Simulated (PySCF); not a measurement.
C3H8O2Si, SMILES CC(=O)C[SiH2]O. Atoms are numbered in the order given.

```xyz
14

C      2.5312     0.1155    -0.2444
C      1.1029     0.5219     0.0062
O      0.5805     1.4371    -0.6164
C      0.3172    -0.2685     1.0186
Si    -1.2436    -0.9537     0.1641
O     -2.0167     0.3489    -0.5068
H      2.5694    -0.9489    -0.5311
H      2.9709     0.7348    -1.0365
H      3.1195     0.2111     0.6832
H      0.9147    -1.0434     1.5239
H     -0.0712     0.4328     1.7787
H     -0.8138    -1.9723    -0.8454
H     -2.1313    -1.6071     1.1648
H     -1.3670     1.0436    -0.7315
```

Coordinates come from a r2SCAN-D4/def2-SVP optimisation. Other conformers were not sampled.

The numbers are results of HF/def2-TZVP (PySCF), not measurements.

Atomic charges (e):

```csv
atom,IAO,Löwdin,Mulliken
C1,-0.41,-0.24,(withheld)
C2,0.49,-0.31,(withheld)
O3,-0.53,0.03,-0.52
C4,-0.62,-0.33,-0.41
Si5,1.23,0.27,(withheld)
O6,-0.87,-0.18,-0.67
H7,0.14,0.13,(withheld)
H8,0.15,0.13,(withheld)
H9,0.14,0.13,(withheld)
H10,0.13,0.14,(withheld)
H11,0.16,0.16,(withheld)
H12,-0.21,-0.06,-0.08
H13,-0.19,-0.05,-0.06
H14,0.38,0.19,0.38
```

### Question
Fill in the missing entries. (The exact figures need the calculation; the answer reports its results.)

### Answer

- C1, Mulliken: -0.35
- C2, Mulliken: 0.39
- Si5, Mulliken: 0.65
- H7, Mulliken: 0.13
- H8, Mulliken: 0.14
- H9, Mulliken: 0.13
- H10, Mulliken: 0.13
- H11, Mulliken: 0.14

Computed Mayer and Wiberg (Löwdin basis) orders of the bonds:
| bond | Mayer | Wiberg |
|---|---|---|
| C1–C2 | 1.00 | 1.24 |
| C2–O3 | 1.84 | 2.56 |
| C2–C4 | 0.98 | 1.23 |
| C4–Si5 | 0.90 | 1.04 |
| Si5–O6 | 1.11 | 1.64 |
| C1–H7 | 0.96 | 0.89 |
| C1–H8 | 0.99 | 0.90 |
| C1–H9 | 0.96 | 0.89 |
| C4–H10 | 0.96 | 0.86 |
| C4–H11 | 0.94 | 0.83 |
| Si5–H12 | 0.96 | 0.94 |
| Si5–H13 | 0.97 | 0.94 |
| O6–H14 | 0.82 | 0.97 |
